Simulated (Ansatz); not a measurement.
Start from `[CH3][GaH][CH3]` and change one atom or group to get `[CH3][GaH][CH2]O`.

Ansatz, PBE0-D4/def2-TZVP geometries, multiplicity 1. Each molecule was computed in one conformer, which needn't be the lowest.

Scalar relativity is left out up to krypton.

```tsv
property	`[CH3][GaH][CH3]`
LUMO energy (PBE0/def2-TZVPP) / eV	-0.95
LUMO energy (B3LYP/def2-TZVPP) / eV	-1.25
HOMO–LUMO gap (PBE0/def2-TZVPP) / eV	6.71
HOMO energy (PBE/def2-TZVPP) / eV	-6.44
size of the dipole moment (B3LYP/def2-TZVPP) / D	0.61
LUMO energy (PBE/def2-TZVPP) / eV	-1.77
```

Question: Give the same properties after the change, and the shifts. (An estimate is asked.)

Answer: Computed: 
```csv
property,`[CH3][GaH][CH2]O`,shift
LUMO energy (PBE0/def2-TZVPP) / eV,-1.16,-0.21
LUMO energy (B3LYP/def2-TZVPP) / eV,-1.46,-0.21
HOMO–LUMO gap (PBE0/def2-TZVPP) / eV,5.68,-1.03
HOMO energy (PBE/def2-TZVPP) / eV,-5.46,0.98
size of the dipole moment (B3LYP/def2-TZVPP) / D,1.43,0.82
LUMO energy (PBE/def2-TZVPP) / eV,-1.97,-0.20
```

With PBE0 the HOMO rises by 0.82 eV and the LUMO falls by 0.21 eV, so the gap narrows by about 1.03 eV. PBE moves the HOMO by 0.98 eV and ωB97M-V by 0.76 eV. Dipoles are sizes alone; their direction can turn.

B3LYP here is the variant with VWN-RPA as its local correlation; programs differ in this.
